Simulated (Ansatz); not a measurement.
AsH2(iPr) (C₃H₉As). Charge 0, multiplicity 1. Geometry r2SCAN-D4/def2-SVP, basis def2-TZVP, Ansatz.

Cartesian coordinates in Å:
```
As 1.833 0.635 -0.010
H 2.521 -0.516 -0.739
H 1.824 1.492 -1.274
C -0.025 -0.078 -0.265
C -1.034 1.029 0.028
C -0.227 -1.292 0.637
H -0.116 -0.386 -1.320
H -0.905 1.894 -0.641
H -0.941 1.389 1.067
H -2.066 0.658 -0.103
H -1.248 -1.697 0.519
H 0.481 -2.103 0.404
H -0.098 -1.026 1.700
```

```tsv
run	HOMO (eV)	LUMO (eV)
A	-5.87	-0.46
B	-9.55	3.12
C	-9.36	2.22
D	-7.08	0.28
E	-6.30	-0.42
F	-6.64	0.09
```

Q: The runs used B97M-V, BLYP, HF, PBE0, r2SCANh, ωB97X-V. Estimate which is which.

A: A BLYP (0 % exact exchange); B HF (100 % exact exchange); C ωB97X-V (range-separated); D PBE0 (25 % exact exchange); E B97M-V (0 % exact exchange); F r2SCANh (10 % exact exchange). Exact exchange lowers occupied and raises empty levels; among semilocal functionals meta-GGAs tend to open the gap a little, and such runs are hard to tell apart. The gap grows from 5.41 eV (BLYP) to 12.67 eV (HF).
